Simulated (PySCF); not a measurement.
# Polarisability and C₆ of Li (lithium, neutral)

[He] 2s1, 2S determinant. Computed with PySCF 2.14 in aug-cc-pVTZ with one added diffuse shell each of s, p, d, f type (6s5p4d3f, 62 functions), with no relativity, point nucleus. Coupled (time-dependent) response in atomic units; α is the mean over directions.

```csv
method,mean α (bohr³),C₆ (like pair),S(−4)
UHF,169.5,1473,36870
PBE,143.1,1142,26420
PBE0,147.5,1196,28020
BLYP,139.3,1089,25430
B97-3,157.8,1315,32550
```

S(−4) is the Cauchy moment in α(ω) = α(0) + S(−4) ω² + …

Reference α: 164.1 bohr³ (recommended; Schwerdtfeger and Nagle, table of static dipole polarizabilities (2023 update)). Published C₆: 1392 (Chu and Dalgarno (2004); Tang, Norbeck and Certain (1976)).

α(iu) at BLYP:

```
u (hartree)  α(iu) (bohr³)
          0          139.3
     0.0500          95.82
      0.100          49.93
      0.200          17.67
      0.300          8.778
      0.500          3.524
      0.750          1.701
       1.00          1.022
       1.50         0.5064
       2.00         0.3098
       3.00         0.1533
       5.00        0.06037
```

A single London oscillator, α(iu) = α/(1 + u²/ω²), gives C₆ = (3/4) ω α². Matching the computed C₆ needs ω = 4 × 1089 / (3 × 139.3²) = 0.0748 hartree.
